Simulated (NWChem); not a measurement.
**Correlation energy of ClSn**

```xyz
2

Sn     0.0000     0.0000     0.6075
Cl     0.0000     0.0000    -1.7867
```
Charge 0, spin multiplicity 2.

The numbers come from NWChem runs, not from measurements. All single points use one geometry, from UPBE0/def2-SVP with def2 effective core potentials on Sn, a minimum by its harmonic frequencies.

Basis set: def2-SVP. Each correlation energy counts from its own Hartree-Fock reference.

```csv
method,correlation energy (mHa)
CCSD on UHF,-223.4
CCSD(T) on ROHF,-232.6
CCSD(T) on UHF,-229.3
CCSD[T] on ROHF,-232.9
CCSD on ROHF,-226.6
UMP2,-199.3
CCSD[T] on UHF,-229.6
SCS-UMP2,-193.3
```

The values span 39.6 mHa, from CCSD[T] on ROHF (lowest) to SCS-UMP2 (highest). 

Effective core potentials replace the inner electrons of Sn; spin-orbit coupling is left out. The correlated methods keep 9 core orbitals frozen. This spin state was chosen for the runs; another may lie lower. The structure started from a generated list of species. The unpaired electrons of the parent sit in orbitals of symmetry b2 (C2v labels of the run); other states weren't searched. The stability of the SCF solutions was not checked. Open-shell Hartree-Fock references start from PBE0 orbitals. Coupled-cluster values serve here as a point of comparison, not as the truth.
